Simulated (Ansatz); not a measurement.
Basis-set series for C3H9ClO3Zr (`CC(C)[O][Zr]([OH])([OH])[Cl]`). Total charge 0; spin multiplicity 1. Zr: def2 effective core potential. The geometry is a stationary point of PBE0-D4/def2-TZVP. It is one conformer, not always the lowest.

| functional | basis | functions | energy (Eh) | HOMO (eV) | LUMO (eV) |
| --- | --- | --- | --- | --- | --- |
| PBE0-D4 | def2-TZVPP | 410 | -852.58227 | -8.21 | -0.16 |
| PBE0-D4 | def2-QZVPP | 763 | -852.61857 | -8.24 | -0.28 |
| ωB97M-V | def2-TZVPP | 410 | -852.88461 | -10.51 | 0.72 |
| ωB97M-V | def2-QZVPP | 763 | -852.91939 | -10.55 | 0.48 |

(1) Give the rows for def2-SVP. (An estimate is asked.)

Answers

(1) The calculation gave: 
```csv
functional,basis,functions,energy (Eh),HOMO (eV),LUMO (eV)
PBE0-D4,def2-SVP,178,-852.01233,-8.09,0.07
ωB97M-V,def2-SVP,178,-852.30202,-10.35,1.06
```

Positive LUMOs are unbound and depend on the basis.

Program: Ansatz 0.2.0.
